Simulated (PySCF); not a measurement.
This PySCF input asks for the NMR shieldings of SMILES CC[Si@@H](Cl)C#C[SiH2]F, C4H8ClFSi2; the geometry comes from GFN2-xTB.

```python
import basis_set_exchange as bse
import numpy as np
from pyscf import gto, dft
from pyscf.prop import nmr

atoms = """
C    -1.890889    0.824430    1.492819
C    -2.163617    0.050328    0.206245
Si   -0.958408   -1.400950   -0.055517
Cl   -1.417598   -2.361190   -1.786799
C     0.758358   -0.720484   -0.221288
C     1.866660   -0.247277   -0.339011
Si    3.559374    0.472551   -0.526616
F     3.688635    1.646080    0.569645
H    -2.005111    0.181048    2.362284
H    -2.583853    1.657912    1.593526
H    -0.877232    1.218909    1.494809
H    -3.192690   -0.316451    0.221863
H    -2.097749    0.739277   -0.639543
H    -0.988366   -2.373288    1.038348
H     4.584526   -0.497287   -0.173138
H     3.710360    1.135334   -1.812848
"""
names = dict.fromkeys(["C", "Si", "Cl", "F", "H"], "pcSseg-1")
basis = {el: gto.basis.parse(bse.get_basis(n, elements=[el], fmt="nwchem")) for el, n in names.items()}
mol = gto.M(atom=atoms, basis=basis, charge=0, verbose=0)
mf = dft.RKS(mol, xc="PBE0")
mf.grids.level = 2
mf.grids.alignment = dft.numint.BLKSIZE   # the property module wants whole blocks of grid points
mf.conv_tol = 1e-9
mf.kernel()

calc = nmr.RKS(mf)   # GIAO
C = mf.mo_coeff
Co = C[:, mf.mo_occ > 0]
resp = mf.gen_response(singlet=True, hermi=2)
def vind(x):   # induced exchange potential for any number of trial vectors
    d = np.einsum("pi,xij,qj->xpq", C, 2 * x.reshape(-1, C.shape[1], Co.shape[1]), Co, optimize=True)
    return np.einsum("xpq,pi,qj->xij", resp(d - d.transpose(0, 2, 1)), C, Co, optimize=True).ravel()
mo1, _ = nmr.rhf.solve_mo1(calc, with_cphf=vind)
sigma = calc.kernel(mo1)
for i, s in enumerate(sigma):   # ppm
    w = np.linalg.eigvalsh((s + s.T) / 2)
    print("%2d %-2s iso %8.1f  s11 %8.1f  s22 %8.1f  s33 %8.1f" % (i, mol.atom_pure_symbol(i), w.mean(), *w))
```

Q: Give the expected output.

A: 
```
 0 C  iso    178.4  s11    172.8  s22    174.0  s33    188.3
 1 C  iso    170.1  s11    158.0  s22    168.9  s33    183.5
 2 Si iso    369.1  s11    321.9  s22    368.3  s33    417.0
 3 Cl iso    958.0  s11    907.6  s22    965.1  s33   1001.4
 4 C  iso     67.9  s11    -29.6  s22    -26.8  s33    259.9
 5 C  iso     71.5  s11    -26.1  s22    -16.9  s33    257.4
 6 Si iso    378.9  s11    329.1  s22    368.1  s33    439.4
 7 F  iso    389.2  s11    359.6  s22    376.6  s33    431.4
 8 H  iso     30.8  s11     26.5  s22     28.6  s33     37.4
 9 H  iso     30.3  s11     25.2  s22     27.5  s33     38.2
10 H  iso     30.5  s11     25.0  s22     30.2  s33     36.2
11 H  iso     30.5  s11     25.3  s22     30.0  s33     36.4
12 H  iso     30.5  s11     26.4  s22     29.6  s33     35.4
13 H  iso     26.5  s11     23.2  s22     24.8  s33     31.6
14 H  iso     26.5  s11     23.2  s22     25.1  s33     31.4
15 H  iso     26.5  s11     23.3  s22     25.1  s33     31.3
```

These numbers come from an equivalent density-fitted implementation of the same equations, which agrees with the script to about 0.01 ppm for H and up to a few tenths of a ppm for heavy atoms, so last digits may differ.

Q: Turn these shieldings into chemical shifts. Referencing at the same level of theory: TMS for ¹³C (σ = 186.93 ppm) and ²⁹Si (σ = 349.16 ppm) and ¹H (σ = 31.72 ppm); ³⁵Cl (σ = 949.78 ppm) vs HCl; ¹⁹F (σ = 170.95 ppm) vs CFCl3.

A: Averaging equivalent atoms: C 4: 119.1; C 5: 115.4; C 1: 16.8; C 0: 8.5; Si 2: -19.9; Si 6: -29.7; Cl 3: -8; F 7: -218.3; H 13: 5.20; H 15: 5.18; H 14: 5.17; H 12: 1.26; H 8/9/10: 1.18; H 11: 1.17 ppm. Unscaled 19F shifts against computed CFCl3 carry errors that often reach 10 to 50 ppm.

Size and cost of the density-fitted run: 197 basis functions, 80 s wall time on 1 thread of an Arm Neoverse N1, shared host; peak memory 0.87 GiB.
